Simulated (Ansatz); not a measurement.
Reaction (substitution at a C–Sn bond): `c1cc[c]([SnH2][c]2ccccc2)cc1` + `C[SiH2][NH][GeH3]` → `C[SiH2][N]([GeH3])c1ccccc1` + `[SnH3][c]1ccccc1`

Program: Ansatz. Geometries: PBE0-D4/def2-TZVP. ΔE: electronic, gas phase. CCSD(T)/CBS is the MP2 limit (def2-TZVPP, def2-QZVPP) plus CCSD(T) − MP2 in def2-TZVPP, frozen cores. def2 core potentials past Kr. For Ge, Sn outer-core shells are correlated without core-valence functions, which leaves a few kJ/mol of doubt a bond. Scalar relativity is left out up to krypton. Each species was taken in one conformer, which may not be the lowest.

```json
{"species": "`c1cc[c]([SnH2][c]2ccccc2)cc1`", "CCSD(T)/CBS(def2) energy (Eh)": "-677.86811"}
{"species": "`C[SiH2][NH][GeH3]`", "CCSD(T)/CBS(def2) energy (Eh)": "-2463.39859"}
{"species": "`C[SiH2][N]([GeH3])c1ccccc1`", "CCSD(T)/CBS(def2) energy (Eh)": "-2694.12440"}
{"species": "`[SnH3][c]1ccccc1`", "CCSD(T)/CBS(def2) energy (Eh)": "-447.12824"}
```

(1) Work out ΔE.

Largest T1 diagnostic among the species: 0.012.

Results:

(1) ΔE = (-2694.12440) + (-447.12824) − (-677.86811) − (-2463.39859) = 0.01406 Eh = +36.9 kJ/mol.

Leaving LDA and LC-ωPBE aside and taking each functional with its dispersion term where it has one, the values, not all of them listed here, spread over 20.9 kJ/mol, from revPBE-D4 to B2PLYP. LDA lies −25.6 kJ/mol from PBE without D4. In def2-TZVPP, CCSD(T) changes the Hartree–Fock value by −10.2 kJ/mol (the triples alone add −2.1 kJ/mol) and MP2 by −6.0 kJ/mol. At CCSD(T), def2-SVP lies −23.5 kJ/mol from the extrapolated value and def2-TZVPP −4.3 kJ/mol.
